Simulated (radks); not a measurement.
Results of a calculation; reference values are marked as such.
Task: In V, 45 electrons, occupied as [Kr] 4d9. Level of theory: scalar-relativistic Kohn-Sham, revPBE, spin-unpolarised, spherical densities, finite nucleus; Fermi nuclear charge, rms radius 4.6156 fm (a radial shooting solver on a logarithmic mesh with Libxc functionals). Some entries of the table are withheld. Estimate them.

orbital  occ.  eigenvalue (hartree)  <1/r> (bohr^-1)
1s          2             -1021.757              (1)
2s          2             -154.5323            11.82
2p          6             -138.8790            11.38
3s          2             -30.78647            4.183
3p          6             -25.66016            3.983
3d         10             -17.70693              (2)
4s          2                   (3)            1.640
4p          6              -4.62858              (4)
4d          9                   (5)            1.195

Result: 
(1) 1s <1/r> (bohr^-1): 51.86
(2) 3d <1/r> (bohr^-1): 3.754
(3) 4s eigenvalue (hartree): -6.16613
(4) 4p <1/r> (bohr^-1): 1.489
(5) 4d eigenvalue (hartree): -2.39030
